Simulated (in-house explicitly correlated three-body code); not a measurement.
Computed with an exponentially correlated three-body code. Model: two electrons around a point charge, non-relativistic, variational in 260 exponentially correlated functions (energies converged to about 1e-7 hartree, or 1e-8 relative for large Z).

For this charge the correlation energy is taken as exact minus Hartree-Fock, from which it differs by microhartrees, and the kinetic parts follow from it.

For two electrons in a singlet the Kohn-Sham orbital is the square root of half the density, so the exact Kohn-Sham potential and energy parts follow from the density alone, and exchange is minus half the Hartree energy. The Kohn-Sham level equals minus the binding energy of the second electron.

Command:
```bash
python run_hyl.py task.json out
```
Settings (lengths in bohr, energies in hartree):
```
Z                      7.3
interaction_strength   1
functions              260
states_tried           13
```

Run time, properties included: 57 s on 1 thread of Intel(R) Xeon(R) Platinum 8175M CPU @ 2.50GHz (Skylake/Cascade Lake), with other jobs on the host.

**Converged states only, values per electron or pair.**

Given: nuclear charge 7.3.

```json
{"term": "1 1S", "mean r (bohr)": "0.21667", "mean r squared (bohr²)": "0.063039", "mean inverse r (1/bohr)": "6.9876", "mean r12 (bohr)": "0.32015", "mean inverse r12 (1/bohr)": "4.2507", "mean cosine": "-0.018169", "mean p1 dot p2 (bohr⁻²)": "0.85798", "delta r1 (bohr⁻³)": "112.92", "delta r12 (bohr⁻³)": "11.766"}
{"term": "2 3S", "mean r (bohr)": "0.54801", "mean r squared (bohr²)": "0.49", "mean inverse r (1/bohr)": "4.4685", "mean r12 (bohr)": "0.92435", "mean inverse r12 (1/bohr)": "1.2748", "mean cosine": "-0.006011", "mean p1 dot p2 (bohr⁻²)": "0.063705", "delta r1 (bohr⁻³)": "67.935", "delta r12 (bohr⁻³)": "-"}
{"term": "2 3P", "mean r (bohr)": "0.48792", "mean r squared (bohr²)": "0.38481", "mean inverse r (1/bohr)": "4.4495", "mean r12 (bohr)": "0.81728", "mean inverse r12 (1/bohr)": "1.4941", "mean cosine": "-0.070485", "mean p1 dot p2 (bohr⁻²)": "-3.1419", "delta r1 (bohr⁻³)": "61.33", "delta r12 (bohr⁻³)": "-"}
{"term": "2 1S", "mean r (bohr)": "0.5679", "mean r squared (bohr²)": "0.5329", "mean inverse r (1/bohr)": "4.4467", "mean r12 (bohr)": "0.95449", "mean inverse r12 (1/bohr)": "1.4671", "mean cosine": "-0.0089447", "mean p1 dot p2 (bohr⁻²)": "0.074286", "delta r1 (bohr⁻³)": "67.488", "delta r12 (bohr⁻³)": "1.9684"}
{"term": "2 1P", "mean r (bohr)": "0.50347", "mean r squared (bohr²)": "0.4134", "mean inverse r (1/bohr)": "4.4328", "mean r12 (bohr)": "0.81956", "mean inverse r12 (1/bohr)": "1.5941", "mean cosine": "0.044785", "mean p1 dot p2 (bohr⁻²)": "2.9757", "delta r1 (bohr⁻³)": "62.042", "delta r12 (bohr⁻³)": "0.49721"}
{"term": "3 3S", "mean r (bohr)": "?", "mean r squared (bohr²)": "?", "mean inverse r (1/bohr)": "?", "mean r12 (bohr)": "?", "mean inverse r12 (1/bohr)": "?", "mean cosine": "?", "mean p1 dot p2 (bohr⁻²)": "?", "delta r1 (bohr⁻³)": "?", "delta r12 (bohr⁻³)": "-"}
{"term": "3 3P", "mean r (bohr)": "1.0776", "mean r squared (bohr²)": "2.2186", "mean inverse r (1/bohr)": "4.0034", "mean r12 (bohr)": "1.9669", "mean inverse r12 (1/bohr)": "0.67603", "mean cosine": "-0.017265", "mean p1 dot p2 (bohr⁻²)": "-0.73998", "delta r1 (bohr⁻³)": "61.768", "delta r12 (bohr⁻³)": "-"}
{"term": "3 1S", "mean r (bohr)": "1.1566", "mean r squared (bohr²)": "2.5519", "mean inverse r (1/bohr)": "4.0029", "mean r12 (bohr)": "2.1196", "mean inverse r12 (1/bohr)": "0.66957", "mean cosine": "-0.0028612", "mean p1 dot p2 (bohr⁻²)": "0.023169", "delta r1 (bohr⁻³)": "63.542", "delta r12 (bohr⁻³)": "0.57467"}
{"term": "3 1P", "mean r (bohr)": "1.0998", "mean r squared (bohr²)": "2.3191", "mean inverse r (1/bohr)": "3.9989", "mean r12 (bohr)": "2.0047", "mean inverse r12 (1/bohr)": "0.70625", "mean cosine": "0.011001", "mean p1 dot p2 (bohr⁻²)": "0.76361", "delta r1 (bohr⁻³)": "61.932", "delta r12 (bohr⁻³)": "0.16231"}
{"term": "4 3S", "mean r (bohr)": "1.9451", "mean r squared (bohr²)": "7.6639", "mean inverse r (1/bohr)": "3.8505", "mean r12 (bohr)": "3.6925", "mean inverse r12 (1/bohr)": "0.36053", "mean cosine": "-0.00085625", "mean p1 dot p2 (bohr⁻²)": "0.0077679", "delta r1 (bohr⁻³)": "62.628", "delta r12 (bohr⁻³)": "-"}
{"term": "4 1S", "mean r (bohr)": "1.9839", "mean r squared (bohr²)": "7.9916", "mean inverse r (1/bohr)": "3.8481", "mean r12 (bohr)": "3.7691", "mean inverse r12 (1/bohr)": "0.38111", "mean cosine": "-0.0012327", "mean p1 dot p2 (bohr⁻²)": "0.0099312", "delta r1 (bohr⁻³)": "62.596", "delta r12 (bohr⁻³)": "0.24044"}
{"term": "4 3P", "mean r (bohr)": "?", "mean r squared (bohr²)": "?", "mean inverse r (1/bohr)": "?", "mean r12 (bohr)": "?", "mean inverse r12 (1/bohr)": "?", "mean cosine": "?", "mean p1 dot p2 (bohr⁻²)": "?", "delta r1 (bohr⁻³)": "?", "delta r12 (bohr⁻³)": "-"}
{"term": "4 1P", "mean r (bohr)": "1.9346", "mean r squared (bohr²)": "7.6415", "mean inverse r (1/bohr)": "3.8464", "mean r12 (bohr)": "3.6702", "mean inverse r12 (1/bohr)": "0.39642", "mean cosine": "0.0043423", "mean p1 dot p2 (bohr⁻²)": "0.3065", "delta r1 (bohr⁻³)": "61.919", "delta r12 (bohr⁻³)": "0.07049"}
```

Q: What belongs in the row 3 3S?

A: mean r (bohr): 1.1275; mean r squared (bohr²): 2.4125; mean inverse r (1/bohr): 4.0087; mean r12 (bohr): 2.0637; mean inverse r12 (1/bohr): 0.61851; mean cosine: -0.00198; mean p1 dot p2 (bohr⁻²): 0.018601; delta r1 (bohr⁻³): 63.636.

Q: What belongs in the row 4 3P?

A: mean r (bohr): 1.9053; mean r squared (bohr²): 7.3994; mean inverse r (1/bohr): 3.8483; mean r12 (bohr): 3.614; mean inverse r12 (1/bohr): 0.38369; mean cosine: -0.0068373; mean p1 dot p2 (bohr⁻²): -0.2889; delta r1 (bohr⁻³): 61.856.

**Electric-dipole lines between converged S and P states, rate of the upper state's decay.**

| s state | p state | p minus s (eV) | oscillator strength from s | rate (1/s) |
| --- | --- | --- | --- | --- |
| 1 1S | 2 1P | 471.34 | 0.68087 | 2.1879e+12 |
| 1 1S | 3 1P | 545.46 | 0.1446 | 6.2228e+11 |
| 1 1S | 4 1P | 571.53 | 0.054725 | 2.5855e+11 |
| 2 1S | 2 1P | 4.4792 | 0.074954 | 2.1751e+07 |
| 2 1S | 3 1P | 78.598 | 0.36729 | 3.2818e+10 |
| 2 1S | 4 1P | 104.66 | 0.092624 | 1.4676e+10 |
| 3 1S | 2 1P | -72.82 | -0.058659 | 1.3497e+10 |
| 3 1S | 3 1P | 1.2991 | 0.13033 | 3.1816e+06 |
| 3 1S | 4 1P | ? | ? | ? |
| 4 1S | 2 1P | -99.642 | -0.012639 | 5.445e+09 |
| 4 1S | 3 1P | -25.523 | -0.13201 | 3.7316e+09 |
| 4 1S | 4 1P | 0.54339 | 0.18146 | 775000 |
| 2 3S | 2 3P | 6.7648 | 0.10509 | 6.9557e+07 |
| 2 3S | 3 3P | 84.245 | 0.33856 | 3.4754e+10 |
| 2 3S | 4 3P | 111.08 | 0.087551 | 1.5624e+10 |
| 3 3S | 2 3P | -75.644 | -0.061806 | 1.5346e+10 |
| 3 3S | 3 3P | 1.8358 | 0.17583 | 8.5705e+06 |
| 3 3S | 4 3P | 28.667 | 0.36738 | 4.3668e+09 |
| 4 3S | 2 3P | ? | ? | ? |
| 4 3S | 3 3P | -26.081 | -0.14172 | 4.183e+09 |
| 4 3S | 4 3P | 0.75058 | 0.24218 | 1.9734e+06 |

Q: What belongs in the row 3 1S 4 1P?

A: p minus s (eV): 27.366; oscillator strength from s: 0.3987; rate (1/s): 4.3186e+09.

Q: What belongs in the row 4 3S 2 3P?

A: p minus s (eV): -103.56; oscillator strength from s: -0.012935; rate (1/s): 6.0196e+09.

**Exact Kohn-Sham parts of the ground state from its density.**

Computed: total energy -48.8839943 hartree; Hartree energy 8.6796 hartree; kinetic part of the DFT correlation energy 0.043788 hartree; potential part of the DFT correlation energy -0.089125 hartree; exact minus restricted Hartree-Fock -0.045337 hartree; Kohn-Sham level -605.15 eV; restricted Hartree-Fock level -605.43 eV; dipole polarisability 0.0038993 bohr³; C6 of two such species 0.00023148 hartree·bohr⁶.

Q: What is the Kohn-Sham kinetic?

A: 48.84 hartree.

Q: What is the exchange energy?

A: -4.3398 hartree.

**Functionals on the exact density and self-consistent, errors are functional minus exact, hybrids only self-consistent, a dash where a self-consistent run leaves the top level unbound.**

```
       result  exchange error (millihartree)  correlation error (millihartree)  functional driven error (millihartree)  density driven error (millihartree)  self consistent total error (millihartree)  top level plus exact binding (eV)
      revTPSS                        -3.1621                           -5.2904                                 -8.4525                             -0.23534                                     -8.6878                             38.812
       PBEsol                         268.75                           -15.902                                  252.85                              -1.3957                                      251.45                             44.732
         PW91                         69.634                            -13.63                                  56.004                              -1.4016                                      54.603                             42.272
     LDA VWN5                         613.84                           -139.71                                  474.13                              -2.5561                                      471.58                             46.657
        wB97X                              -                                 -                                       -                                    -                                     -98.735                             31.267
         BLYP                         30.312                           -4.8598                                  25.452                              -1.4594                                      23.993                              42.01
         PBE0                              -                                 -                                       -                                    -                                      59.092                             31.785
        M06-L                              ?                                 ?                                       ?                                    ?                                           ?                                  ?
         SCAN                        -4.1155                            1.9423                                 -2.1732                             -0.31266                                     -2.4858                             37.969
         OLYP                         20.949                           -4.8598                                   16.09                              -1.3687                                      14.721                             42.042
         BP86                         30.312                           -21.063                                  9.2489                             -0.91049                                      8.3384                             42.155
        HSE06                              -                                 -                                       -                                    -                                      54.051                             32.169
B3LYP VWN-RPA                              -                                 -                                       -                                    -                                      31.449                             33.428
         AM05                         474.46                           -115.16                                   359.3                                -1.72                                      357.58                              46.08
       r2SCAN                        -4.1155                            1.9423                                 -2.1732                             -0.31266                                     -2.4858                             37.969
         TPSS                        -3.6964                           -3.1111                                 -6.8075                             -0.35617                                     -7.1636                             39.443
          PBE                              ?                                 ?                                       ?                                    ?                                           ?                                  ?
         RPBE                          9.429                           -2.2032                                  7.2257                              -1.4338                                       5.792                             42.247
      r2SCAN0                              -                                 -                                       -                                    -                                     -1.3076                             28.254
     LDA PW92                         613.84                           -138.74                                   475.1                              -2.5578                                      472.54                             46.671
```

Q: What belongs in the row M06-L?

A: exchange error (millihartree): -48.794; correlation error (millihartree): -11.468; functional driven error (millihartree): -60.263; density driven error (millihartree): -2.3378; self consistent total error (millihartree): -62.601; top level plus exact binding (eV): 37.514.

Q: What belongs in the row PBE?

A: exchange error (millihartree): 82.66; correlation error (millihartree): -2.2032; functional driven error (millihartree): 80.457; density driven error (millihartree): -1.3673; self consistent total error (millihartree): 79.09; top level plus exact binding (eV): 42.751.

The density-driven part is never positive, since each functional's own density lowers its energy. Here it is small beside the functional-driven part (median ratio 0.039), the normal case.
